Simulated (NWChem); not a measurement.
System: Si₂H₄OF₂; SMILES F[SiH](F)[SiH2]O

Input file for NWChem:

```
start job
memory heap 200 mb stack 900 mb global 1100 mb
geometry units angstroms noautoz
  O      0.640300     2.371383     0.272136
  Si    -0.539130     1.307456    -0.243339
  Si     0.054439    -0.876230     0.383228
  F     -0.959132    -1.941862    -0.299733
  F      1.531610    -1.165205    -0.229335
  H      1.514896     2.267777    -0.115220
  H     -0.732343     1.331432    -1.728286
  H     -1.802869     1.717108     0.427660
  H      0.115852    -1.184478     1.837257
end
basis spherical
  O library 6-31g*
  Si library 6-31g*
  F library 6-31g*
  H library 6-31g*
end
dft
  xc b3lyp
  iterations 150
  mulliken
end
task dft energy
```

NWChem printed, in part:

```
             Northwest Computational Chemistry Package (NWChem) 7.3.0
             --------------------------------------------------------

 C1  symmetry detected

                             Geometry "geometry" -> ""
                             -------------------------

 Output coordinates in angstroms (scale by  1.889725989 to convert to a.u.)

  No.       Tag          Charge          X              Y              Z
 ---- ---------------- ---------- -------------- -------------- --------------
    1 O                    8.0000     0.56064909     2.36863387     0.18387175
    2 Si                  14.0000    -0.63546927     1.26901972    -0.20195183
    3 Si                  14.0000     0.06859912    -0.88943715     0.39700273
    4 F                    9.0000    -0.97823627    -1.98969432    -0.17124305
    5 F                    9.0000     1.48799096    -1.15411870    -0.34868128
    6 H                    1.0000     1.39703112     2.27897041    -0.28316422
    7 H                    1.0000    -0.96865926     1.26361327    -1.66206447
    8 H                    1.0000    -1.83992021     1.66028233     0.57990633
    9 H                    1.0000     0.27474560    -1.17177566     1.84295477

 Effective nuclear repulsion energy (a.u.)     303.7550413114

                                 NWChem DFT Module
                                 -----------------

 Summary of "ao basis" -> "ao basis" (spherical)
 ------------------------------------------------------------------------------
       Tag                 Description            Shells   Functions and Types
 ---------------- ------------------------------  ------  ---------------------
 O                           6-31g*                  6       14   3s2p1d
 Si                          6-31g*                  8       18   4s3p1d
 F                           6-31g*                  6       14   3s2p1d
 H                           6-31g*                  2        2   2s

            General Information
            -------------------
          SCF calculation type: DFT
          Wavefunction type:  closed shell.
          No. of atoms     :     9
          No. of electrons :    58
           Alpha electrons :    29
            Beta electrons :    29
          Charge           :     0
          Spin multiplicity:     1
          Use of symmetry is: off; symmetry adaption is: off
          Maximum number of iterations: 150
          AO basis - number of functions:    86
                     number of shells:    42
          Convergence on energy requested:  1.00D-06
          Convergence on density requested:  1.00D-05
          Convergence on gradient requested:  5.00D-04

              XC Information
              --------------
                         B3LYP Method XC Potential
                     Hartree-Fock (Exact) Exchange  0.200
                        Slater Exchange Functional  0.800 local
                    Becke 1988 Exchange Functional  0.720 non-local
              Lee-Yang-Parr Correlation Functional  0.810
                  VWN I RPA Correlation Functional  0.190 local

             Grid Information
             ----------------
          Grid used for XC integration:  medium
          Radial quadrature: Mura-Knowles
          Angular quadrature: Lebedev.
          Tag              B.-S. Rad. Rad. Pts. Rad. Cut. Ang. Pts.
          ---              ---------- --------- --------- ---------
          O                   0.60       49          10.0       434
          Si                  1.10       88          10.0       590
          F                   0.50       49          12.0       434
          H                   0.35       45          11.0       434
          Grid pruning is: on
          Number of quadrature shells:   503
          Spatial weights used:  Erf1

      Superposition of Atomic Density Guess
      -------------------------------------

 Sum of atomic energies:        -853.12656148

      Non-variational initial energy
      ------------------------------

 Total energy =    -854.177905
 1-e energy   =   -1789.700932
 2-e energy   =     631.767986
 HOMO         =      -0.303176
 LUMO         =      -0.004090

     ---------------------------------------------
      Total Density - Mulliken Population Analysis
     ---------------------------------------------

    Atom       Charge   Shell Charges
 -----------   ------   -------------------------------------------------------
    1 O    8     9.04   2.00  0.93  3.15  0.91  2.04  0.01
    2 Si  14    13.37   2.00  2.00  5.97  0.94  1.53  0.32  0.46  0.15
    3 Si  14    12.68   2.00  2.00  5.97  0.88  1.14  0.25  0.25  0.18
    4 F    9     9.62   2.00  0.95  3.47  1.00  2.19  0.01
    5 F    9     9.62   2.00  0.95  3.47  1.00  2.19  0.01
    6 H    1     0.44   0.35  0.09
    7 H    1     1.07   0.47  0.60
    8 H    1     1.06   0.47  0.59
    9 H    1     1.09   0.47  0.62

   convergence    iter        energy       DeltaE   RMS-Dens  Diis-err
 ---------------- ----- ----------------- --------- --------- ---------
 d= 0,ls=0.0,diis     1   -856.3133297067 -1.16D+03  1.97D-02  1.10D+00
 d= 0,ls=0.0,diis     2   -856.1977630400  1.16D-01  1.05D-02  2.63D+00
 d= 0,ls=0.0,diis     3   -856.4358701636 -2.38D-01  1.26D-03  1.99D-02
 d= 0,ls=0.0,diis     4   -856.4373062285 -1.44D-03  5.29D-04  3.64D-03
 d= 0,ls=0.0,diis     5   -856.4376132847 -3.07D-04  1.78D-04  7.15D-04
  Resetting Diis
 d= 0,ls=0.0,diis     6   -856.4376762103 -6.29D-05  3.41D-05  7.25D-06
 d= 0,ls=0.0,diis     7   -856.4376772073 -9.97D-07  7.73D-06  1.69D-07

         Total DFT energy =     -856.437677207258
      One electron energy =    -1793.005859241835
           Coulomb energy =      705.897695122054
    Exchange-Corr. energy =      -73.084554398856
 Nuclear repulsion energy =      303.755041311379

 Numeric. integr. density =       57.999986106026

                       DFT Final Molecular Orbital Analysis
                       ------------------------------------

 Vector   27  Occ=2.000000D+00  E=-3.653020D-01
              MO Center=  8.4D-02,  1.2D+00,  2.3D-01, r^2= 4.4D+00
   Bfn.  Coefficient  Atom+Function         Bfn.  Coefficient  Atom+Function
  ----- ------------  ---------------      ----- ------------  ---------------
     4      0.365014  1 O  py                 8      0.265872  1 O  py
    23     -0.226817  2 Si pz                86      0.226134  9 H  s
     3     -0.156302  1 O  px                85      0.154482  9 H  s
     5     -0.152790  1 O  pz                41      0.139260  3 Si pz
    55     -0.137144  4 F  pz                69     -0.130264  5 F  pz

 Vector   28  Occ=2.000000D+00  E=-3.360517D-01
              MO Center= -2.8D-01,  1.7D+00, -1.3D-01, r^2= 3.1D+00
   Bfn.  Coefficient  Atom+Function         Bfn.  Coefficient  Atom+Function
  ----- ------------  ---------------      ----- ------------  ---------------
     5      0.421684  1 O  pz                 9      0.314388  1 O  pz
    82      0.261484  7 H  s                 84     -0.241865  8 H  s
    23     -0.201987  2 Si pz                22     -0.182196  2 Si py
    81      0.179700  7 H  s                 83     -0.167909  8 H  s
     6      0.116707  1 O  s                  3      0.095760  1 O  px

 Vector   29  Occ=2.000000D+00  E=-2.834418D-01
              MO Center= -9.9D-02,  5.4D-01,  1.3D-01, r^2= 3.8D+00
   Bfn.  Coefficient  Atom+Function         Bfn.  Coefficient  Atom+Function
  ----- ------------  ---------------      ----- ------------  ---------------
    40      0.301928  3 Si py                22     -0.286169  2 Si py
     4      0.276847  1 O  py                86     -0.224644  9 H  s
     8      0.220561  1 O  py                38      0.193840  3 Si s
    82     -0.186883  7 H  s                  5     -0.164420  1 O  pz
    54     -0.153224  4 F  py                41     -0.149107  3 Si pz

 Vector   30  Occ=0.000000D+00  E=-3.272332D-02
              MO Center= -2.2D-01,  5.8D-01,  2.3D-02, r^2= 4.7D+00
   Bfn.  Coefficient  Atom+Function         Bfn.  Coefficient  Atom+Function
  ----- ------------  ---------------      ----- ------------  ---------------
     6      0.506840  1 O  s                 26     -0.506470  2 Si py
    25     -0.462662  2 Si px                43     -0.297742  3 Si px
    44     -0.288409  3 Si py                42     -0.256327  3 Si s
    39     -0.223754  3 Si px                84     -0.216858  8 H  s
    21     -0.204801  2 Si px                56     -0.200309  4 F  s

 Vector   31  Occ=0.000000D+00  E= 4.990480D-03
              MO Center= -1.3D-01, -2.2D-01,  1.1D-01, r^2= 4.7D+00
   Bfn.  Coefficient  Atom+Function         Bfn.  Coefficient  Atom+Function
  ----- ------------  ---------------      ----- ------------  ---------------
    24      0.635685  2 Si s                 44     -0.618015  3 Si py
    82     -0.576097  7 H  s                 26     -0.517188  2 Si py
    27     -0.445791  2 Si pz                42     -0.446365  3 Si s
    84      0.406354  8 H  s                 43      0.349172  3 Si px
    86      0.345443  9 H  s                 45     -0.342043  3 Si pz

 Vector   32  Occ=0.000000D+00  E= 5.404465D-02
              MO Center= -5.2D-01,  6.2D-01,  3.6D-02, r^2= 5.3D+00
   Bfn.  Coefficient  Atom+Function         Bfn.  Coefficient  Atom+Function
  ----- ------------  ---------------      ----- ------------  ---------------
    42      1.621550  3 Si s                 26      1.027026  2 Si py
    24     -0.948759  2 Si s                 25     -0.621651  2 Si px
    44      0.600066  3 Si py                38      0.468114  3 Si s
    86     -0.467577  9 H  s                 27     -0.427522  2 Si pz
    20     -0.364150  2 Si s                 45     -0.285663  3 Si pz

     ---------------------------------------------
      Total Density - Mulliken Population Analysis
     ---------------------------------------------

    Atom       Charge   Shell Charges
 -----------   ------   -------------------------------------------------------
    1 O    8     8.71   2.00  0.90  2.94  0.95  1.91  0.02
    2 Si  14    13.55   2.00  2.00  5.96  0.98  1.82  0.24  0.34  0.22
    3 Si  14    13.11   2.00  2.00  5.96  0.96  1.53  0.14  0.23  0.30
    4 F    9     9.39   2.00  0.93  3.31  1.03  2.11  0.01
    5 F    9     9.40   2.00  0.93  3.31  1.03  2.12  0.01
    6 H    1     0.57   0.47  0.10
    7 H    1     1.08   0.51  0.57
    8 H    1     1.07   0.51  0.56
    9 H    1     1.11   0.51  0.59

     -------------------------------------------
      Total Density - Lowdin Population Analysis
     -------------------------------------------

    Atom       Charge   Shell Charges
 -----------   ------   -------------------------------------------------------
    1 O    8     8.54   1.99  0.86  2.80  0.72  2.13  0.03
    2 Si  14    13.68   2.00  1.98  5.88  0.68  1.66  0.37  0.80  0.30
    3 Si  14    13.44   2.00  1.97  5.88  0.66  1.45  0.36  0.65  0.46
    4 F    9     9.27   1.99  0.93  3.19  0.86  2.28  0.02
    5 F    9     9.28   1.99  0.93  3.19  0.86  2.29  0.02
    6 H    1     0.66   0.44  0.23
    7 H    1     1.05   0.50  0.54
    8 H    1     1.03   0.50  0.53
    9 H    1     1.06   0.51  0.55

     Multipole analysis of the density
     ---------------------------------

     L   x y z        total         alpha         beta         nuclear
     -   - - -        -----         -----         ----         -------
     0   0 0 0     -0.000000    -29.000000    -29.000000     58.000000

     1   1 0 0      0.148827      0.074414      0.074414     -0.000000
     1   0 1 0      0.373072      0.186536      0.186536      0.000000
     1   0 0 1     -0.005375     -0.002688     -0.002688      0.000000

     2   2 0 0    -30.974260    -92.487054    -92.487054    153.999847
     2   1 1 0      1.306708      2.216831      2.216831     -3.126954
     2   1 0 1     -0.762578     -1.264301     -1.264301      1.766023
     2   0 2 0    -36.067854   -262.727584   -262.727584    489.387315
     2   0 1 1     -2.599778      2.809052      2.809052     -8.217882
     2   0 0 2    -31.343979    -35.279900    -35.279900     39.215820
```

Level: B3LYP/6-31G* (spherical d). Structure relaxed at the PBE0/def2-SVP level.
